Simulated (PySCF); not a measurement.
CHS₂, SMILES S=C=[SH+], charge +1.

The structure is a stationary point at B3LYP-D3(BJ)/def2-TZVP. The isomer is the one that the SMILES or the coordinates give; other isomers of the formula were not compared.

Two levels are set side by side: PBE/def2-TZVPD (PySCF) and M06-2X/def2-TZVPD (PySCF). Same geometry, gas phase. Differences are taken from unrounded values.

| quantity | M06-2X |
|---|---|
| orbital gap (eV) | 7.15 |
| highest occupied level (eV) | -15.45 |
| lowest empty level (eV) | -8.31 |
| mean polarisability (bohr³) | 45.8 |

Problem. What does PBE give, and how far is it from M06-2X? (The exact figures need the calculation; the answer reports its results.)

Solution. 
| quantity | PBE | PBE minus M06-2X |
|---|---|---|
| orbital gap (eV) | 3.18 | -3.97 |
| highest occupied level (eV) | -13.37 | 2.08 |
| lowest empty level (eV) | -10.20 | -1.89 |
| mean polarisability (bohr³) | 46.1 | 0.2 |

PBE's occupied levels lie high since its potential decays too fast outside the molecule; exact exchange lowers them and widens the gap. Differences between two approximate levels are no errors against the true value.

Rough cost on one machine, each run with all the roots and properties that it gave: M06-2X against PBE about 4 times.
